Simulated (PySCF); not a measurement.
CH4B3BrO3.
Bonds: C1–B2, B2–O3, O3–B4, B4–O5, O5–B6, B6–Br7, B6–O8, B2–O8. Hydrogens: H9, H10, H11 on C1; H12 on B4.

Computed with PySCF at CAM-B3LYP/def2-SVPD, non-relativistic, on one gas-phase PBE0-D3(BJ)/def2-SVP geometry that isn't relaxed in the solvent. The solvent is an IEF-PCM continuum (Bondi radii, 1.10 Å for H, scaled by 1.2). The model holds no explicit solvent molecules, cavitation or dispersion. Spin–orbit coupling is left out although an atom past zinc is present.

Gas phase at CAM-B3LYP/def2-SVPD: HOMO -9.88 eV, LUMO 0.42 eV, dipole 1.78 D.

What does the continuum do to the energy, the frontier levels and the dipole at CAM-B3LYP/def2-SVPD in chloroform and acetone?

```tsv
solvent	ε	E(solvent) − E(gas) (kcal/mol)	polarisation term (kcal/mol)	distortion of the solute (kcal/mol)	HOMO (eV)	LUMO (eV)	dipole (D)
chloroform	4.711	-2.32	-2.46	0.14	-10.01	0.52	2.06
acetone	20.49	-3.16	-3.42	0.26	-10.06	0.54	2.14
```

Polarisation term: ½ Σ q·V over the induced surface charges. Distortion: the rise of the solute's own energy as its density leaves the gas-phase optimum. From chloroform to acetone the lowering changes by a factor 1.36, Onsager's factor (ε − 1)/(2ε + 1) by 1.30 and ε itself by 4.3.

Which radius a makes the point-dipole formula ΔE = −[(ε − 1)/(2ε + 1)]·μ²/a³ give the value in acetone, with the gas-phase dipole?

μ = 0.699 au and |ΔE| = 0.00504 Eh give a = 1.88 Å; the farthest nucleus lies 3.73 Å from the centroid of the nuclei, so such a sphere wouldn't even hold the nuclei. The formula assumes a rigid point dipole at the centre of a sphere.

How does the static polarisability (CAM-B3LYP/def2-SVPD, frozen core, with the continuum's full static response) change?

| medium | isotropic (au) | principal values (au) | ⟨r²⟩ of the electrons (bohr²) |
| --- | --- | --- | --- |
| gas | 77.4 | 58.3, 78.3, 95.6 | 1632.6 |
| chloroform | 92.1 | 70.6, 93.9, 111.6 | 1632.7 |
| acetone | 97.8 | 76.4, 100.2, 116.9 | 1632.7 |

The isotropic value in acetone is 1.26 times the gas-phase one; no cavity-field correction is applied. ⟨r²⟩ is taken about the centre of nuclear charge.
